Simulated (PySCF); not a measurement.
System: CH₃Br₃GeO (charge 0, singlet). 
Coordinates optimised at B3LYP-D3(BJ)/def2-TZVP (Ansatz):
```xyz
9

C     -2.9688    -0.0931    -0.1725
O     -1.7741    -0.1899    -0.9523
Ge    -0.2017    -0.0331    -0.1812
Br     0.0592    -1.6736     1.4244
Br     1.3445    -0.2627    -1.8512
Br    -0.0231     2.0320     0.8388
H     -3.0500     0.8842     0.3093
H     -3.8007    -0.2208    -0.8634
H     -3.0109    -0.8770     0.5876
```
Charge 0, spin multiplicity 1.

Dispersion corrections to the total energy (kcal/mol) from the dftd3 and dftd4 libraries through PySCF: D3(BJ) without and D4 with the three-body term, each with the damping fitted for the functional named.

| functional | D3(BJ) | D4 |
|---|---|---|
| revPBE | -16.38 | -19.12 |
| PBE0 | -7.01 | -7.14 |
| PBE | -7.25 | [?] |
| HSE06 | -6.45 | -6.82 |
| TPSS | [?] | -10.98 |
| HF | -47.46 | [?] |
| BP86 | -14.59 | -11.98 |

Question: What belongs in the gaps?

Answer: 
- PBE, D4: -8.17
- TPSS, D3(BJ): -9.87
- HF, D4: -23.46
